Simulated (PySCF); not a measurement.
Species: C₈H₁₂ClF.
SMILES with atom numbers: `[CH3:1][C@@H:2]1[CH2:3][C@:4]2([Cl:5])[CH2:6][C@H:7]1[CH2:8][C@H:9]2[F:10]` (hydrogens: H11, H12, H13 on C1; H14 on C2; H15, H16 on C3; H17, H18 on C6; H19 on C7; H20, H21 on C8; H22 on C9)

Level of theory: PySCF 2.14.0, PBE0-D3(BJ)/def2-SVP geometry optimisation, gas phase.

Problem. List the bond lengths, angles and torsions at this level.

Solution. 
```csv
bond,length (Å),order
C1–C2,1.520,single
C2–C3,1.552,single
C3–C4,1.532,single
C4–Cl5,1.774,single
C4–C6,1.529,single
C6–C7,1.534,single
C7–C8,1.538,single
C8–C9,1.539,single
C9–F10,1.373,single
C2–C7,1.544,single
C4–C9,1.531,single
"C1–H11, C1–H12, C1–H13",1.101,single
C2–H14,1.102,single
C3–H15,1.100,single
C3–H16,1.101,single
C6–H17,1.099,single
C6–H18,1.099,single
C7–H19,1.099,single
C8–H20,1.100,single
C8–H21,1.100,single
C9–H22,1.102,single
```

Bonds in one row agree within 0.01 Å and their mean is given. Orders are formal, as drawn. A selection of angles:
```csv
angle,degrees
C2–C1–H11,111.2
H11–C1–H12,107.8
C1–C2–C3,113.3
C1–C2–C7,113.8
C1–C2–H14,108.2
C3–C2–C7,101.7
C3–C2–H14,110.4
C7–C2–H14,109.3
C2–C3–C4,103.7
C2–C3–H15,111.5
C2–C3–H16,113.8
C4–C3–H15,108.9
C4–C3–H16,111.7
H15–C3–H16,107.2
C3–C4–Cl5,113.2
C3–C4–C6,102.8
C3–C4–C9,108.3
Cl5–C4–C6,116.8
Cl5–C4–C9,112.7
C6–C4–C9,101.9
C4–C6–C7,93.4
C4–C6–H17,112.6
C4–C6–H18,112.1
C7–C6–H17,114.6
C7–C6–H18,114.1
H17–C6–H18,109.4
C6–C7–C8,101.5
C6–C7–H19,116.3
C8–C7–H19,113.8
C2–C7–C6,102.5
C2–C7–C8,107.7
C2–C7–H19,113.7
C7–C8–C9,103.9
C7–C8–H20,112.9
C7–C8–H21,111.6
C9–C8–H20,113.3
C9–C8–H21,107.1
H20–C8–H21,108.0
C8–C9–F10,109.9
C8–C9–H22,114.9
F10–C9–H22,107.6
C4–C9–C8,102.0
C4–C9–F10,110.6
C4–C9–H22,111.7
```

Torsions: C1–C2–C3–C4 -120° (anticlinal); C2–C3–C4–Cl5 160° (antiperiplanar); C3–C4–C6–C7 -55° (synclinal); C4–C6–C7–C8 -55° (synclinal); C6–C7–C8–C9 33° (synclinal); C7–C8–C9–F10 -115° (anticlinal); C1–C2–C7–C6 85° (synclinal); C3–C4–C9–C8 70° (synclinal).

Of the pairs four or more bonds apart, H13···H17 is among the closest relative to their van der Waals radii: 2.28 Å, 95 % of the sum of Bondi's values. The 5-membered ring C2–C3–C4–C6–C7 has internal angles of 93.4° to 103.7°; it is puckered, 0.26 Å rms from its mean plane, widest ring torsion 56°. The 5-membered ring C4–C6–C7–C8–C9 has internal angles of 93.4° to 103.9° (sum 503°, against 540° for a flat polygon); it is puckered, 0.27 Å rms from its mean plane, widest ring torsion 58°. The C–C distances run from 1.520 Å (C1–C2, drawn single) to 1.552 Å (C2–C3, drawn single), a spread of 0.032 Å.

Point group: C1 (no symmetry element, even within 0.4 Å). PBE0-D3(BJ)/def2-SVP frequencies: not computed here.
